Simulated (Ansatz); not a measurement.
Calculation: frozen-core CCSD(T)/cc-pVTZ // PBE0-D3(BJ)/def2-TZVP in Ansatz (a quantum-chemistry and plane-wave program). The geometry is that of the parent before the electron was removed.

Ansatz 0.2 input:
```yaml
crystal:
  periodic: [false, false, false]
  atoms:
    - { symbol: O, position_ang: [1.437376, -0.855887, 0.233831] }
    - { symbol: Al, position_ang: [0.000409, 0.000097, -0.000365] }
    - { symbol: O, position_ang: [-0.010615, 1.683936, 0.128047] }
    - { symbol: O, position_ang: [-1.426136, -0.828438, -0.361795] }
    - { symbol: H, position_ang: [1.483648, -1.808007, 0.170049] }
    - { symbol: H, position_ang: [0.774147, 2.189533, 0.331101] }
    - { symbol: H, position_ang: [-2.25883, -0.381234, -0.500871] }
basis:
  gaussian: { orbitals: cc-pVTZ }
correlation:
  method: ccsd_t
total_charge: 1
magnetization:
  spin_polarized: true
  initial_magnetization: 1
```

Output:

```
Functional definition: HF
1000 factors; integrals over basis functions are off by at most 8.7e-4 eV
mean field evaluation 1: about -12729.9644 eV, gradient 5.0e1 eV
mean field evaluation 2: about -12729.9763 eV, gradient 5.0e1 eV
mean field evaluation 4: about -12738.1329 eV, gradient 3.7e0 eV
mean field evaluation 8: about -12738.4072 eV, gradient 2.2e0 eV
mean field evaluation 16: about -12739.0625 eV, gradient 1.1e-3 eV
mean field evaluation 32: about -12738.6262 eV, gradient 7.3e0 eV
mean field evaluation 64: about -12737.3876 eV, gradient 3.5e0 eV
mean field evaluation 96: about -12738.4868 eV, gradient 2.7e-3 eV
mean field evaluation 128: about -12738.2362 eV, gradient 1.1e-1 eV
mean field evaluation 160: about -12739.0332 eV, gradient 8.9e-1 eV
mean field evaluation 192: about -12738.4866 eV, gradient 1.8e-2 eV
mean field evaluation 224: about -12736.5799 eV, gradient 2.3e0 eV
mean field evaluation 256: about -12736.5203 eV, gradient 4.0e-2 eV
mean field evaluation 288: about -12739.0611 eV, gradient 5.8e-6 eV
mean field -12739.06249834 eV, -468.1519119675 hartree, gradient 2.7e-6 eV, S^2 0.756051; 17 other end points of the search recorded, 0 dependent functions left out
determinant -12739.06249834 eV, -468.1519119675 hartree, with singles and doubles -12759.73812039 eV, -468.9117270632 hartree
determinant -12739.06201818 eV, -468.1518943218 hartree, with singles and doubles -12759.73667149 eV, -468.9116738171 hartree
determinant -12739.06106147 eV, -468.1518591633 hartree, with singles and doubles -12759.73654476 eV, -468.9116691597 hartree
determinant -12738.48683110 eV, -468.1307565863 hartree, with singles and doubles -12759.14496848 eV, -468.8899291324 hartree
determinant -12738.48683022 eV, -468.1307565541 hartree, with singles and doubles -12759.14519804 eV, -468.8899375687 hartree
determinant -12738.48652224 eV, -468.1307452359 hartree, with singles and doubles -12759.14502961 eV, -468.8899313791 hartree
determinant -12738.23685716 eV, -468.1215702136 hartree, with singles and doubles -12759.72587598 eV, -468.9112770895 hartree
determinant -12738.23605549 eV, -468.1215407528 hartree, with singles and doubles -12759.66442626 eV, -468.9090188538 hartree
determinant -12737.41351118 eV, -468.0913128070 hartree, with singles and doubles -12759.23456777 eV, -468.8932218456 hartree
determinant -12736.64004976 eV, -468.0628886242 hartree, with singles and doubles -12758.65682774 eV, -468.8719902912 hartree
determinant -12736.52021641 eV, -468.0584848295 hartree, with singles and doubles -12758.62287564 eV, -468.8707425746 hartree
determinant -12739.06249834 eV, -468.1519119675 hartree, with singles and doubles -12759.67127207 eV, -468.9092704327 hartree
determinant -12739.06201818 eV, -468.1518943218 hartree, with singles and doubles -12759.67090535 eV, -468.9092569560 hartree
determinant -12739.06106147 eV, -468.1518591633 hartree, with singles and doubles -12759.66996507 eV, -468.9092224014 hartree
determinant -12738.48683110 eV, -468.1307565863 hartree, with singles and doubles -12759.07650569 eV, -468.8874131714 hartree
determinant -12738.48683022 eV, -468.1307565541 hartree, with singles and doubles -12759.07650799 eV, -468.8874132559 hartree
determinant -12738.48652224 eV, -468.1307452359 hartree, with singles and doubles -12759.07623360 eV, -468.8874031721 hartree
determinant -12738.23685716 eV, -468.1215702136 hartree, with singles and doubles -12759.66516297 eV, -468.9090459275 hartree
determinant -12739.06249834 eV, -468.1519119675 hartree, with singles and doubles -12759.72314384 eV, -468.9111766850 hartree
determinant -12739.06201818 eV, -468.1518943218 hartree, with singles and doubles -12759.72285614 eV, -468.9111661125 hartree
determinant -12739.06106147 eV, -468.1518591633 hartree, with singles and doubles -12759.72197189 eV, -468.9111336167 hartree
determinant -12738.23685716 eV, -468.1215702136 hartree, with singles and doubles -12759.66683931 eV, -468.9091075320 hartree
determinant -12738.23605549 eV, -468.1215407528 hartree, with singles and doubles -12759.66610138 eV, -468.9090804134 hartree
determinant -12737.41351118 eV, -468.0913128070 hartree, with singles and doubles -12759.43423598 eV, -468.9005595171 hartree
8 core orbitals not correlated
reference -12739.06249834 eV, -468.1519119675 hartree; 12, 11 occupied and 146, 147 virtual orbitals, 1000 factors
second order -20.13917320 eV of doubles, -0.00000000 eV of singles
cycle   1  -20.66065081 eV  change   -5.3e-6 eV  update   3.2e-6
perturbative correction -0.71895662 eV, -0.0264211685 hartree
Total energy: -12760.44210578 eV, -468.9375980490 hartree
```

Cost: about 40 core-minutes (a rough figure).
